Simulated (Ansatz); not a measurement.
BFO, triplet, geometry from GFN2-xTB (a higher spin typed on purpose: for a closed-shell molecule this is an excited state); PBE0/STO-3G (Ansatz, a quantum-chemistry and plane-wave program).

The Ansatz input:
Ansatz 0.2 input:
```yaml
crystal:
  periodic: [false, false, false]
  atoms:
    - {symbol: F, position_ang: [-0.99621526, 0.24724638, 0.11745443]}
    - {symbol: B, position_ang: [0.04267924, -0.54682470, -0.35213529]}
    - {symbol: O, position_ang: [1.09406763, 0.06361327, 0.08794831]}
basis:
  gaussian:
    orbitals: STO-3G
    occupation: {up: {"A'": 9, "A''": 3}, down: {"A'": 8, "A''": 2}}
hamiltonian:
  xc: pbe0
magnetization: {spin_polarized: true, initial_magnetization: 2}
```

It wrote (shortened):

```
Functional definition: PBE0
the irreps are read with x along [0.999, -0.019, 0.030], y along [-0.000, 0.839, 0.543] and z along [-0.036, -0.543, 0.839] of the geometry given
211 factors; integrals over basis functions are off by at most 3.6e-5 eV
mean field evaluation 1: about -5350.0015 eV, gradient 1.4e1 eV
mean field evaluation 2: about -5351.6562 eV, gradient 1.8e0 eV
mean field evaluation 4: about -5351.7713 eV, gradient 6.8e-3 eV
mean field evaluation 8: about -5351.7706 eV, gradient 9.0e-7 eV
mean field -5351.77059103 eV, -196.6739416600 hartree, gradient 1.2e-6 eV, S^2 2.009035; 0 other end points of the search recorded, 0 dependent functions left out
reference -5351.77059919 eV, -196.6739419600 hartree; 12, 10 occupied and 3, 5 virtual orbitals, 211 factors
Total energy: -5351.77059919 eV, -196.6739419600 hartree
```
